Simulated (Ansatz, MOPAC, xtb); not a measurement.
Spectroscopic constants of MgN, multiplicity 4 (lowest of 2S+1 = 2, 4 at CCSD(T)/def2-TZVPP on PBE0 minima; our sources give no spin for the ground state, which may be another).

The constants come from a fifth-degree fit in 1/R (seven points, main isotopes). In def2 and cc sets the state is the lowest found near the PBE0 minimum, followed along R.

Codes used: Ansatz (Gaussian orbitals); MOPAC for AM1, PM7 (differences of heats of formation); xtb for the GFN methods. Values without a source in brackets are computed. The GFN methods have no spin term and hold the electronic entropy of 300 K.

```
level                 r_e (Å)  ω_e (cm⁻¹)  B_e (cm⁻¹)  α_e (cm⁻¹)  D_e (eV)  dipole (D)
--------------------  -------  ----------  ----------  ----------  --------  ----------
AM1                     2.039         587       0.459      0.0045         -           -
PM7                     2.070         631       0.445      0.0029         -           -
GFN1-xTB                2.135         339       0.418      0.0048         -           -
SVWN5/def2-TZVPP        2.076         465       0.442      0.0065      1.24        2.07
PBE/def2-TZVPP          2.099         453       0.433      0.0064      1.08        2.11
r2SCAN/def2-TZVPP       2.089         457       0.437      0.0069      0.95        2.27
B97M-V/def2-TZVPP       2.087         460       0.438      0.0068      0.87        2.23
B3LYP/def2-TZVPP        2.087         456       0.438      0.0070      0.84        2.32
PBE0/def2-TZVPP         2.073         474       0.444      0.0069      0.84        2.36
BHLYP/def2-TZVPP        2.060         476       0.449      0.0078      0.58        2.56
CAM-B3LYP/def2-TZVPP    2.059         490       0.450      0.0067      0.81        2.55
wB97X-V/def2-TZVPP      2.063         495       0.448      0.0064      0.77        2.51
wB97M-V/def2-TZVPP      2.080         462       0.441      0.0073      0.61        2.55
B2PLYP/def2-TZVPP       2.070         485       0.445      0.0062      0.67           -
CCSD/def2-TZVPP         2.080         441       0.441      0.0099      0.30           -
CCSD/def2-QZVPP         2.052         478       0.453      0.0093      0.42           -
CCSD(T)/def2-TZVPP      2.081         461       0.440      0.0075      0.39           -
CCSD(T)/def2-QZVPP      2.056         487       0.451      0.0073      0.52           -
```

D_e counts from each atom's lowest state at the same level, without counterpoise or zero-point energy.

Correlated levels freeze the inner cores; with def2 sets outer-core shells near the valence are correlated too. The state that AM1, PM7 reach isn't checked; PM7 holds dispersion and hydrogen-bond terms.

Ansatz is an electronic-structure program.
